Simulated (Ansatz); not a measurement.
C4F10 (`FC(F)(F)C(F)(F)C(F)(F)C(F)(F)F`), charge 0, multiplicity 1.

(1) Give a relaxed structure at PBE0-D4/def2-TZVP (the Gaussian-basis code of Ansatz). (An estimate is asked.)

## Answers

(1) Computed: 
Cartesian coordinates in Å:
```
F -0.841 -1.938 0.780
C -0.160 -0.984 1.399
F 0.490 -1.515 2.424
F -1.005 -0.073 1.860
C 0.873 -0.331 0.441
F 1.824 -1.240 0.196
F 1.420 0.708 1.081
C 0.366 0.150 -0.953
F 0.037 -0.921 -1.684
F 1.403 0.768 -1.532
C -0.838 1.130 -0.986
F -1.954 0.505 -0.636
F -0.979 1.587 -2.221
F -0.636 2.153 -0.169
```
Point group C2.
This is one stationary point; other conformers may exist.
